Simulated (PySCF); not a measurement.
C4H7F3SSi3, SMILES F[Si](F)(F)[SiH2][SiH2]c1cccs1, singlet (GFN2-xTB optimised geometry):

```
18

F      0.375    -0.014     3.513
Si     0.180    -1.595     3.570
F      1.581    -2.113     3.011
F      0.340    -1.873     5.130
Si    -1.623    -2.375     2.406
Si    -1.442    -1.852     0.137
C     -0.273    -0.392     0.000
C      1.092    -0.392     0.000
C      1.660     0.898     0.000
C      0.719     1.877     0.010
S     -0.873     1.238     0.015
H     -2.831    -1.816     3.038
H     -1.725    -3.825     2.648
H     -0.865    -2.939    -0.667
H     -2.719    -1.471    -0.478
H      1.675    -1.296    -0.002
H      2.719     1.088    -0.003
H      0.860     2.939     0.014
```

Method: B3LYP/def2-SVP run with PySCF.

Question: What are the frontier orbital energies and the dipole moment?

Answer: HOMO-2 -8.91 eV, HOMO-1 -7.19 eV, HOMO -6.77 eV, LUMO -1.06 eV, LUMO+1 -1.02 eV; dipole moment 2.51 D.

Meta-Löwdin charges at B3LYP/def2-SVP: F1 -0.46, Si2 1.35, F3 -0.47, F4 -0.45, Si5 0.08, Si6 0.43, C7 -0.35, C8 -0.11, C9 -0.12, C10 -0.22, S11 0.27, H12 -0.06, H13 -0.06, H14 -0.08, H15 -0.08, H16 0.11, H17 0.12, H18 0.13.
